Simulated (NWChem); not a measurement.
System: CCl₂, singlet; SMILES Cl[C]Cl

NWChem input:

```
start job
memory heap 200 mb stack 700 mb global 900 mb
geometry units angstroms noautoz
  Cl     1.394715     0.000000    -0.159238
  C      0.000000     0.000000     0.826695
  Cl    -1.394715     0.000000    -0.159238
end
basis spherical
  * library def2-svp
end
dft
  xc xwpbe 1.00 cpbe96 1.0 hfexch 1.00
  cam 0.15 cam_alpha 0.0 cam_beta 1.0
  iterations 150
  vectors input atomic output neutral.movecs
end
task dft energy
charge 1
dft
  odft
  mult 2
  vectors input atomic output cation.movecs
end
task dft energy
```

Parts of the log:

```
             Northwest Computational Chemistry Package (NWChem) 7.3.0
             --------------------------------------------------------

 C2V symmetry detected

                             Geometry "geometry" -> ""
                             -------------------------

 Output coordinates in angstroms (scale by  1.889725989 to convert to a.u.)

  No.       Tag          Charge          X              Y              Z
 ---- ---------------- ---------- -------------- -------------- --------------
    1 Cl                  17.0000     1.39471500     0.00000000    -0.14788995
    2 C                    6.0000     0.00000000     0.00000000     0.83804305
    3 Cl                  17.0000    -1.39471500     0.00000000    -0.14788995

 Effective nuclear repulsion energy (a.u.)     118.0291355863

      Symmetry information
      --------------------

 Group name             C2v
 Group number             16
 Group order               4
 No. of unique centers     2

  pbe96 is a nonlocal functional; adding pw91lda local functional.

                                 NWChem DFT Module
                                 -----------------

 Summary of "ao basis" -> "ao basis" (spherical)
 ------------------------------------------------------------------------------
       Tag                 Description            Shells   Functions and Types
 ---------------- ------------------------------  ------  ---------------------
 Cl                         def2-svp                 8       18   4s3p1d
 C                          def2-svp                 6       14   3s2p1d

      Symmetry analysis of basis
      --------------------------

        a1         20
        a2          6
        b1         16
        b2          8

            General Information
            -------------------
          SCF calculation type: DFT
          Wavefunction type:  closed shell.
          No. of atoms     :     3
          No. of electrons :    40
           Alpha electrons :    20
            Beta electrons :    20
          Charge           :     0
          Spin multiplicity:     1
          Use of symmetry is: on ; symmetry adaption is: on
          Maximum number of iterations: 150
          AO basis - number of functions:    50
                     number of shells:    22
          Convergence on energy requested:  1.00D-06
          Convergence on density requested:  1.00D-05
          Convergence on gradient requested:  5.00D-04

              XC Information
              --------------
                     Hartree-Fock (Exact) Exchange  1.000
                     LC-wPBE(h)Exchange Functional  1.000
            Perdew 1991 LDA Correlation Functional  1.000 local
           PerdewBurkeErnz. Correlation Functional  1.000 non-local

           Range-Separation Parameters
           ---------------------------
           Alpha           :  0.00
           Beta            :  1.00
           Gamma           :  0.15
           Short-Range HF  :     F

             Grid Information
             ----------------
          Grid used for XC integration:  medium
          Radial quadrature: Mura-Knowles
          Angular quadrature: Lebedev.
          Tag              B.-S. Rad. Rad. Pts. Rad. Cut. Ang. Pts.
          ---              ---------- --------- --------- ---------
          Cl                  1.00       88           8.0       590
          C                   0.70       49           6.0       434
          Grid pruning is: on
          Number of quadrature shells:   137
          Spatial weights used:  Erf1

      Superposition of Atomic Density Guess
      -------------------------------------

 Sum of atomic energies:        -956.27184893

      Non-variational initial energy
      ------------------------------

 Total energy =    -956.831166
 1-e energy   =   -1555.682165
 2-e energy   =     480.821863
 HOMO         =      -0.233350
 LUMO         =      -0.045854

      Symmetry analysis of molecular orbitals - initial
      -------------------------------------------------

  Numbering of irreducible representations:

     1 a1          2 a2          3 b1          4 b2

  Orbital symmetries:

     1 b1          2 a1          3 a1          4 a1          5 b1
     6 a1          7 b1          8 a1          9 b2         10 b1
    11 a2         12 a1         13 b1         14 a1         15 b1
    16 a1         17 b2         18 a2         19 b1         20 a1
    21 b2         22 a1         23 b1         24 a1         25 b1
    26 a1         27 b2         28 a1         29 b1         30 a1

   convergence    iter        energy       DeltaE   RMS-Dens  Diis-err
 ---------------- ----- ----------------- --------- --------- ---------
 d= 0,ls=0.0,diis     1   -957.5774835945 -1.08D+03  2.42D-02  7.59D-01
 d= 0,ls=0.0,diis     2   -957.4639584148  1.14D-01  1.69D-02  1.63D+00
 d= 0,ls=0.0,diis     3   -957.6666611377 -2.03D-01  2.96D-03  2.37D-02
 d= 0,ls=0.0,diis     4   -957.6698508507 -3.19D-03  6.25D-04  1.65D-03
 d= 0,ls=0.0,diis     5   -957.6700323025 -1.81D-04  1.61D-04  4.60D-05
  Resetting Diis
 d= 0,ls=0.0,diis     6   -957.6700398882 -7.59D-06  6.00D-05  1.81D-06
 d= 0,ls=0.0,diis     7   -957.6700403996 -5.11D-07  1.80D-05  7.33D-08
 d= 0,ls=0.0,diis     8   -957.6700404280 -2.85D-08  4.77D-06  3.32D-08

         Total DFT energy =     -957.670040428025
      One electron energy =    -1555.313476555306
           Coulomb energy =      541.014172685629
    Exchange-Corr. energy =      -61.399872144691
 Nuclear repulsion energy =      118.029135586344

 Numeric. integr. density =       40.000000767963

                  Occupations of the irreducible representations
                  ----------------------------------------------

                     irrep           alpha         beta
                     --------     --------     --------
                     a1                9.0          9.0
                     a2                2.0          2.0
                     b1                7.0          7.0
                     b2                2.0          2.0

                       DFT Final Molecular Orbital Analysis
                       ------------------------------------

 Vector   18  Occ=2.000000D+00  E=-3.953731D-01  Symmetry=a2
              MO Center= -3.1D-14,  1.3D-17, -1.3D-01, r^2= 3.0D+00
   Bfn.  Coefficient  Atom+Function         Bfn.  Coefficient  Atom+Function
  ----- ------------  ---------------      ----- ------------  ---------------
    12      0.463216  1 Cl py                44     -0.463216  3 Cl py
     9      0.356272  1 Cl py                41     -0.356272  3 Cl py
     6      0.205021  1 Cl py                38     -0.205021  3 Cl py

 Vector   19  Occ=2.000000D+00  E=-3.684872D-01  Symmetry=b1
              MO Center=  3.3D-15,  3.6D-19, -1.1D-01, r^2= 3.1D+00
   Bfn.  Coefficient  Atom+Function         Bfn.  Coefficient  Atom+Function
  ----- ------------  ---------------      ----- ------------  ---------------
    11      0.369004  1 Cl px                43      0.369004  3 Cl px
    13      0.304569  1 Cl pz                45     -0.304569  3 Cl pz
     8      0.281229  1 Cl px                40      0.281229  3 Cl px
    10      0.238803  1 Cl pz                42     -0.238803  3 Cl pz
     5      0.160287  1 Cl px                37      0.160287  3 Cl px

 Vector   20  Occ=2.000000D+00  E=-2.909548D-01  Symmetry=a1
              MO Center= -1.2D-15,  3.0D-16,  7.2D-01, r^2= 2.3D+00
   Bfn.  Coefficient  Atom+Function         Bfn.  Coefficient  Atom+Function
  ----- ------------  ---------------      ----- ------------  ---------------
    21      0.478582  2 C  s                 24      0.397873  2 C  pz
    20      0.346881  2 C  s                 13     -0.343665  1 Cl pz
    45     -0.343665  3 Cl pz                10     -0.240727  1 Cl pz
    42     -0.240727  3 Cl pz                27      0.209550  2 C  pz
    19     -0.154080  2 C  s                  7     -0.135346  1 Cl pz

 Vector   21  Occ=0.000000D+00  E=-7.773496D-02  Symmetry=b2
              MO Center= -6.1D-15, -4.6D-16,  5.3D-01, r^2= 2.0D+00
   Bfn.  Coefficient  Atom+Function         Bfn.  Coefficient  Atom+Function
  ----- ------------  ---------------      ----- ------------  ---------------
    23      0.595731  2 C  py                26      0.491234  2 C  py
    12     -0.340721  1 Cl py                44     -0.340721  3 Cl py
     9     -0.204059  1 Cl py                41     -0.204059  3 Cl py
     6     -0.115983  1 Cl py                38     -0.115983  3 Cl py
    14     -0.054924  1 Cl d -2              46      0.054924  3 Cl d -2

 Vector   22  Occ=0.000000D+00  E= 6.947464D-02  Symmetry=a1
              MO Center= -3.6D-14,  2.2D-16,  1.8D-01, r^2= 2.6D+00
   Bfn.  Coefficient  Atom+Function         Bfn.  Coefficient  Atom+Function
  ----- ------------  ---------------      ----- ------------  ---------------
    21      0.767456  2 C  s                 27     -0.693346  2 C  pz
    11      0.629287  1 Cl px                43     -0.629287  3 Cl px
     4     -0.536803  1 Cl s                 36     -0.536803  3 Cl s
    20      0.513762  2 C  s                 24     -0.514119  2 C  pz
    13     -0.258477  1 Cl pz                45     -0.258477  3 Cl pz

 Vector   23  Occ=0.000000D+00  E= 1.196324D-01  Symmetry=b1
              MO Center=  1.8D-14, -3.4D-18,  4.1D-01, r^2= 2.5D+00
   Bfn.  Coefficient  Atom+Function         Bfn.  Coefficient  Atom+Function
  ----- ------------  ---------------      ----- ------------  ---------------
    25      0.860471  2 C  px                22      0.654358  2 C  px
    13     -0.470264  1 Cl pz                45      0.470264  3 Cl pz
     4     -0.448063  1 Cl s                 36      0.448063  3 Cl s
    11      0.410892  1 Cl px                43      0.410892  3 Cl px
     3     -0.209694  1 Cl s                 35      0.209694  3 Cl s

     Multipole analysis of the density
     ---------------------------------

     L   x y z        total         alpha         beta         nuclear
     -   - - -        -----         -----         ----         -------
     0   0 0 0     -0.000000    -20.000000    -20.000000     40.000000

     1   1 0 0     -0.000000     -0.000000     -0.000000      0.000000
     1   0 1 0     -0.000000     -0.000000     -0.000000      0.000000
     1   0 0 1     -0.605103     -0.302551     -0.302551      0.000000

     2   2 0 0    -21.053116   -128.617758   -128.617758    236.182400
     2   1 1 0     -0.000000     -0.000000     -0.000000      0.000000
     2   1 0 1      0.000000      0.000000      0.000000      0.000000
     2   0 2 0    -21.682032    -10.841016    -10.841016      0.000000
     2   0 1 1     -0.000000     -0.000000     -0.000000      0.000000
     2   0 0 2    -24.637792    -21.170718    -21.170718     17.703643

                                 NWChem DFT Module
                                 -----------------

      Symmetry analysis of basis
      --------------------------

        a1         20
        a2          6
        b1         16
        b2          8

            General Information
            -------------------
          SCF calculation type: DFT
          Wavefunction type:  spin polarized.
          No. of atoms     :     3
          No. of electrons :    39
           Alpha electrons :    20
            Beta electrons :    19
          Charge           :     1
          Spin multiplicity:     2
          Use of symmetry is: on ; symmetry adaption is: on
          Maximum number of iterations: 150
          This is a Direct SCF calculation.
          AO basis - number of functions:    50
                     number of shells:    22
          Convergence on energy requested:  1.00D-06
          Convergence on density requested:  1.00D-05
          Convergence on gradient requested:  5.00D-04

              XC Information
              --------------
                     Hartree-Fock (Exact) Exchange  1.000
                     LC-wPBE(h)Exchange Functional  1.000
            Perdew 1991 LDA Correlation Functional  1.000 local
           PerdewBurkeErnz. Correlation Functional  1.000 non-local

           Range-Separation Parameters
           ---------------------------
           Alpha           :  0.00
           Beta            :  1.00
           Gamma           :  0.15
           Short-Range HF  :     F

             Grid Information
             ----------------
          Grid used for XC integration:  medium
          Radial quadrature: Mura-Knowles
          Angular quadrature: Lebedev.
          Tag              B.-S. Rad. Rad. Pts. Rad. Cut. Ang. Pts.
          ---              ---------- --------- --------- ---------
          Cl                  1.00       88           8.0       590
          C                   0.70       49           6.0       434
          Grid pruning is: on
          Number of quadrature shells:   137
          Spatial weights used:  Erf1

      Superposition of Atomic Density Guess
      -------------------------------------

 Sum of atomic energies:        -956.27184893

 Renormalizing density from      40.00 to     39

      Non-variational initial energy
      ------------------------------

 Total energy =    -941.679691
 1-e energy   =   -1516.790111
 2-e energy   =     457.081284
 HOMO         =      -0.568403
 LUMO         =      -0.377464

   Symmetry analysis of molecular orbitals - initial alpha
   -------------------------------------------------------

  Numbering of irreducible representations:

     1 a1          2 a2          3 b1          4 b2

  Orbital symmetries:

     1 b1          2 a1          3 a1          4 a1          5 b1
     6 a1          7 b1          8 a1          9 b1         10 b2
    11 a2         12 a1         13 b1         14 a1         15 b1
    16 a1         17 b2         18 a2         19 b1         20 a1
    21 b2         22 a1         23 b1         24 a1         25 b1
    26 a1         27 a1         28 b2         29 b1         30 a2

   Symmetry analysis of molecular orbitals - initial beta
   ------------------------------------------------------

  Numbering of irreducible representations:

     1 a1          2 a2          3 b1          4 b2

  Orbital symmetries:

     1 b1          2 a1          3 a1          4 a1          5 b1
     6 a1          7 b1          8 a1          9 b1         10 b2
    11 a2         12 a1         13 b1         14 a1         15 b1
    16 a1         17 b2         18 a2         19 b1         20 a1
    21 b2         22 a1         23 b1         24 a1         25 b1
    26 a1         27 a1         28 b2         29 b1         30 a2

[...]
```

Level: LC-wPBE (HJS exchange hole, range parameter 0.15 per bohr)/def2-SVP, vertical spin-unrestricted ions. Low-valent species are run as closed-shell singlets; no triplet was tried in these runs. The geometry was optimised at PBE0-D3(BJ)/def2-TZVP.
